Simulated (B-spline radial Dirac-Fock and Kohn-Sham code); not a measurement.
**Binding energies of Gd⁺**

System: gadolinium as Gd⁺, [Xe] 4f7 5d1 6s1, inside a Watson sphere of charge -1 and radius 1.8 Å (a model of the Madelung potential; inside it an electron's potential energy is raised by 8.0 eV); nuclear rms radius 5.1569 fm (A = 158).

Calculated with a radial finite-basis atomic code, using Dirac-Fock energy differences between relaxed states, corrected for Breit and QED terms. The model has no electron correlation. Energies are counted from the vacuum level. Subshells whose hole state is unreliable or did not converge are left out.

All terms are in eV, carry their sign (relaxation lowers the binding energy) and add up to the binding energy; ⟨r⟩ is the mean radius of the orbital in the initial state.

```
subshell  −ε (Koopmans)  relaxation    Gaunt  retardation     QED  binding energy  ⟨r⟩ (bohr)
      1s        50542.9      -79.22  -155.67        13.53  -73.53         50248.0       0.022
      2s         8463.7      -45.95   -15.91         1.06  -10.01          8392.9       0.093
   2p1/2         8016.5      -49.98   -27.77         3.07    0.38          7942.2       0.078
   2p3/2         7318.8      -47.86   -19.60         3.90   -0.72          7254.5       0.084
      3s         1927.4      -24.83    -2.62         0.13   -2.22          1897.9       0.243
   3p1/2         1733.5      -25.57    -4.80         0.48    0.05          1703.6       0.233
   3p3/2         1587.5      -24.59    -3.18         0.67   -0.16          1560.2       0.246
   3d3/2         1257.1      -26.71    -1.84         0.14    0.19          1228.9       0.218
   3d5/2         1225.7      -26.33    -1.15         0.15    0.11          1198.5       0.222
      4s          411.9      -10.78    -0.50         0.03   -0.51           400.1       0.553
   4p1/2          334.5      -10.49    -0.93         0.10    0.02           323.2       0.566
   4p3/2          301.7       -9.85    -0.56         0.14   -0.02           291.4       0.594
   4d3/2          172.9       -9.23    -0.20         0.01    0.05           163.5       0.632
   4d5/2          166.8       -9.01    -0.07         0.02    0.03           157.8       0.642
      4f          19.20       -6.75     0.14        -0.02    0.03           12.60       0.837
   5p1/2          36.76       -2.30    -0.11         0.01    0.01           34.37       1.507
   5p3/2          32.10       -2.09    -0.05         0.02    0.00           29.98       1.596
      5d           5.15       -0.66     0.01         0.00    0.01            4.50       2.759
      6s           4.75       -0.09     0.00         0.00   -0.01            4.65       4.589
```

For the deepest level, K (1s), the Breit terms make up -0.283 % of the binding energy, QED -0.146 % and orbital relaxation -0.158 %.

Spin-orbit splittings: 2p 687.7 eV, 3p 143.4 eV, 3d 30.42 eV, 4p 31.75 eV, 4d 5.67 eV, 5p 4.39 eV.
